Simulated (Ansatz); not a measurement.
Cost and result for the atomization energy of CH₇FSSi₂ (`C[SiH2]S[SiH2]F`) (12 atoms, 11 bonds).

| atom | x (Å) | y (Å) | z (Å) |
| --- | --- | --- | --- |
| C1 | -1.452 | -0.307 | -1.295 |
| Si2 | 0.332 | -0.693 | -0.930 |
| S3 | 0.605 | -1.228 | 1.140 |
| Si4 | 0.899 | 0.719 | 1.898 |
| F5 | 2.403 | 1.212 | 1.687 |
| H6 | -1.580 | -0.068 | -2.354 |
| H7 | -2.087 | -1.162 | -1.054 |
| H8 | -1.790 | 0.548 | -0.706 |
| H9 | 0.796 | -1.870 | -1.706 |
| H10 | 1.201 | 0.473 | -1.236 |
| H11 | 0.641 | 0.677 | 3.354 |
| H12 | 0.032 | 1.698 | 1.201 |

Charge 0, multiplicity 1. The structure was optimised at the PBE0-D4/def2-TZVP level. It is one conformer, not always the lowest. Program: Ansatz. All runs use 4 threads of an Arm Neoverse V1 on a shared host. Times are those of one run each, without the atoms' runs, and a repeat can differ threefold. Electronic energies, without spin–orbit coupling; frozen cores. CCSD(T)/CBS adds CCSD(T) − MP2 in def2-TZVPP to the MP2 limit, and its time is that of the two runs behind it. T1 = 0.011. B3LYP takes the VWN-RPA correlation (the form of Gaussian; ORCA's B3LYP/G).

CCSD(T)/CBS is a level of theory with its own doubt, some kJ/mol a heavy atom from the limit and from the frozen cores, so smaller differences don't rank the functionals.

| level | functions | wall time |
| --- | --- | --- |
| PBE-D4/def2-TZVPP (with forces) | 286 | 3.6 s |
| PBE0-D4/def2-TZVPP | 286 | 5 s |
| r2SCAN-D4/def2-TZVPP (with forces) | 286 | 7 s |
| B3LYP-D4/def2-TZVPP (with forces) | 286 | 8 s |
| B2PLYP/def2-TZVPP | 286 | 8 s |
| ωB97X-V/def2-TZVPP | 286 | 12 s |
| ωB97M-V/def2-TZVPP (with forces) | 286 | 18 s |
| MP2/def2-QZVPP | 534 | 37 s |
| CCSD(T)/def2-TZVPP | 286 | 4.9 min |
| CCSD(T)/CBS(def2) | – | 5.5 min |

(1) What atomization energy does each give, and how far from CCSD(T)/CBS? (Estimate.)

Answers

(1) The calculation gave: 
```
                             level  atomization (kJ/mol)  difference from CCSD(T)/CBS  per bond
   PBE-D4/def2-TZVPP (with forces)                4174.0                         -9.0      -0.8
                PBE0-D4/def2-TZVPP                4141.4                        -41.6      -3.8
r2SCAN-D4/def2-TZVPP (with forces)                4180.0                         -3.0      -0.3
 B3LYP-D4/def2-TZVPP (with forces)                4154.5                        -28.5      -2.6
                 B2PLYP/def2-TZVPP                4111.0                        -72.0      -6.5
                ωB97X-V/def2-TZVPP                4197.7                         14.7       1.3
  ωB97M-V/def2-TZVPP (with forces)                4186.3                          3.3       0.3
                    MP2/def2-QZVPP                4177.3                         -5.7      -0.5
                CCSD(T)/def2-TZVPP                4067.6                       -115.4     -10.5
                 CCSD(T)/CBS(def2)                4183.0                          0.0       0.0
```

In def2-TZVPP, CCSD(T) changes the Hartree–Fock value by +904.3 kJ/mol (the triples alone add +48.9 kJ/mol) and MP2 by +944.8 kJ/mol; breaking electron pairs costs correlation energy, which Hartree–Fock lacks. From PBE to PBE0 (25 % exact exchange), in def2-TZVPP and without D4, the atomization energy moves by −28.2 kJ/mol: exact exchange takes away binding that semilocal exchange gives to molecules. The D4 term adds +49.1 kJ/mol with B3LYP and +25.9 kJ/mol with PBE0; it sums over pairs of atoms, weighted by their polarisabilities, and B3LYP, whose exchange is more repulsive, gets the larger term.
